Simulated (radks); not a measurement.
The mean radii <r> (bohr) of the occupied orbitals of an atom or ion are listed with their occupations. All-electron calculation, Dirac Kohn-Sham, exchange-only PBE, spin-unpolarised, spherical densities, finite nucleus; Fermi nuclear charge, rms radius of each element as measured or else 0.836 A^(1/3) + 0.57 fm. Program: a radial shooting solver on a logarithmic mesh with Libxc functionals.

| orbital | occ. | <r> |
|---|---|---|
| 1s1/2 | 2 | 0.01744 |
| 2s1/2 | 2 | 0.07273 |
| 2p1/2 | 2 | 0.05995 |
| 2p3/2 | 4 | 0.06818 |
| 3s1/2 | 2 | 0.1844 |
| 3p1/2 | 2 | 0.1741 |
| 3p3/2 | 4 | 0.1878 |
| 3d3/2 | 4 | 0.1626 |
| 3d5/2 | 4 | 0.1668 |

Name the element and its charge. Open shells, if any, fill j = l - 1/2 first.

Answer. Z = 77, iridium, charge +51: Ir51+ in [Ar] 3d8. The 1s radius gives Z: for a bare nucleus <r> = (2 gamma + 1)/(2Z) with gamma = sqrt(1 - (Z/c)^2), 0.01724 bohr for Z = 77, and screening makes it slightly larger (0.01744 here). The occupations add up to 26, and the charge is Z minus that.
